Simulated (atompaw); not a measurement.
# Which change was made? (Pt, PAW (atompaw))

```json
{
 "Element": "Pt (Z = 78)",
 "Generator": "atompaw 4.2.0.5",
 "Type": "PAW",
 "Functional": "PBE",
 "Relativity": "scalar-relativistic",
 "Frozen core": "[Xe] 4f14",
 "Valence charge": "10",
 "Reference configuration": "5d9 6s1 6p0",
 "Partial waves": "6s (bound): rc 2.85 bohr; 6s channel at 0.95 Ry: rc 2.85 bohr; 6p (bound, empty): rc 3.00 bohr; 6p channel at 0.5 Ry: rc 3.00 bohr; 5d (bound): rc 3.00 bohr; 5d channel at 1.85 Ry: rc 1.30 bohr",
 "Local potential": "troulliermartins scheme with l = 3 at 0.5 Ry, radius 2.15 bohr",
 "Core correction": "smooth core density matched at 2.50 bohr",
 "Augmentation charge": "sinc compensation charge, radius 2.75 bohr; PAW radius 3.00 bohr; waves and projectors: custom rrkj vanderbiltortho"
}
```

Cutoffs, loose and tight: the cutoffs (Ry, on a coarse ladder) from which the occupation-weighted sum of valence levels, in a spherical-Bessel basis at the reference potential, stays within 10 and 1 mRy of its value at 400 Ry. They see the waves, projectors and local potential, not the compensation charge or the core.

The base gives: outcome: generated; cutoff, loose: 12 Ry; cutoff, tight: 18 Ry; bound ghosts: s.

After one change the result is: outcome: generated; cutoff, loose: 15 Ry; cutoff, tight: 25 Ry; bound ghosts: s, p. Which change was it?
A. all radii scaled by about 1.23 (s 3.52, p 3.70, d 3.70 bohr); local potential troulliermartins scheme with l = 3 at 0.5 Ry, radius 2.66 bohr; augmentation sinc compensation charge, radius 3.40 bohr; PAW radius 3.70 bohr; waves and projectors: custom rrkj vanderbiltortho; core correction smooth core density matched at 3.08 bohr
B. all radii scaled by about 0.74 (s 2.12, p 2.22, d 2.22 bohr); local potential troulliermartins scheme with l = 3 at 0.5 Ry, radius 1.60 bohr; augmentation sinc compensation charge, radius 2.04 bohr; PAW radius 2.22 bohr; waves and projectors: custom rrkj vanderbiltortho; core correction smooth core density matched at 1.86 bohr
C. all radii scaled by about 0.86 (s 2.46, p 2.58, d 2.58 bohr); local potential troulliermartins scheme with l = 3 at 0.5 Ry, radius 1.86 bohr; augmentation sinc compensation charge, radius 2.38 bohr; PAW radius 2.58 bohr; waves and projectors: custom rrkj vanderbiltortho; core correction smooth core density matched at 2.16 bohr
D. all radii scaled by about 1.06 (s 3.02, p 3.18, d 3.18 bohr); local potential troulliermartins scheme with l = 3 at 0.5 Ry, radius 2.28 bohr; augmentation sinc compensation charge, radius 2.92 bohr; PAW radius 3.18 bohr; waves and projectors: custom rrkj vanderbiltortho; core correction smooth core density matched at 2.66 bohr

C. The others give: all radii scaled by about 0.74 (s 2.12, p 2.22, d 2.22 bohr); local potential troulliermartins scheme with l = 3 at 0.5 Ry, radius 1.60 bohr; augmentation sinc compensation charge, radius 2.04 bohr; PAW radius 2.22 bohr; waves and projectors: custom rrkj vanderbiltortho; core correction smooth core density matched at 1.86 bohr → outcome: failed: atompaw: The overlap operator has at least one negative eigenvalue! | all radii scaled by about 1.06 (s 3.02, p 3.18, d 3.18 bohr); local potential troulliermartins scheme with l = 3 at 0.5 Ry, radius 2.28 bohr; augmentation sinc compensation charge, radius 2.92 bohr; PAW radius 3.18 bohr; waves and projectors: custom rrkj vanderbiltortho; core correction smooth core density matched at 2.66 bohr → outcome: generated; cutoff, loose: 10 Ry; cutoff, tight: 18 Ry; bound ghosts: s | all radii scaled by about 1.23 (s 3.52, p 3.70, d 3.70 bohr); local potential troulliermartins scheme with l = 3 at 0.5 Ry, radius 2.66 bohr; augmentation sinc compensation charge, radius 3.40 bohr; PAW radius 3.70 bohr; waves and projectors: custom rrkj vanderbiltortho; core correction smooth core density matched at 3.08 bohr → outcome: generated; cutoff, loose: 8 Ry; cutoff, tight: 8 Ry; bound ghosts: none.
